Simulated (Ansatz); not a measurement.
Relaxation of BF$_{2}$H$_{3}$O (7 atoms, charge 0, multiplicity 1), to a largest force component of 0.03 eV/Å in at most 50 steps.

Computed with RKS CAM-B3LYP-D4/def2-mTZVP (Ansatz).

```xyz
7
Properties=species:S:1:pos:R:3
B 0.063 0.418 -0.470
O -0.019 0.002 2.100
H -0.899 -0.268 2.394
F 1.164 -0.178 -0.869
F -1.095 -0.114 -0.807
H 0.103 1.463 0.093
H -0.105 0.958 1.884
```

Problem. Where does it end, and by what steps?

Solution. The run converged. The force dipped under the threshold on the way, but the program's further checks kept it going. After 37 steps the energy has fallen by 0.327 eV; H3 moved furthest, 1.32 Å. Joined: B1–O2 (2.60 → 1.79 Å).

```tsv
step	energy less start (eV)	largest force component (eV/Å)	accepted
0	0.0000	0.866	yes
2	0.0354	2.749	no
4	-0.1663	0.192	yes
6	-0.2096	0.982	no
8	-0.2551	0.258	yes
10	-0.2715	0.199	yes
12	-0.2745	0.033	yes
14	-0.2751	0.039	yes
16	-0.2691	0.584	no
18	-0.2752	0.365	no
20	-0.2781	0.106	yes
22	-0.2841	0.026	yes
24	-0.2662	1.039	no
26	-0.2912	0.415	yes
28	-0.2791	0.622	no
30	-0.3169	0.115	yes
32	-0.3201	0.074	yes
34	-0.3254	0.078	yes
36	-0.3267	0.074	yes
37	-0.3268	0.023	yes
```

```xyz
7
Properties=species:S:1:pos:R:3
B 0.013 0.502 -0.118
O -0.071 0.454 1.670
H 0.329 -0.390 1.937
F 0.678 -0.665 -0.334
F -1.317 0.461 -0.400
H 0.593 1.519 -0.328
H -1.014 0.399 1.898
```

Run time: 87 s on 2 threads of Intel(R) Xeon(R) Platinum 8259CL CPU @ 2.50GHz (Skylake/Cascade Lake), on a shared host, peak memory 0.19 GiB.
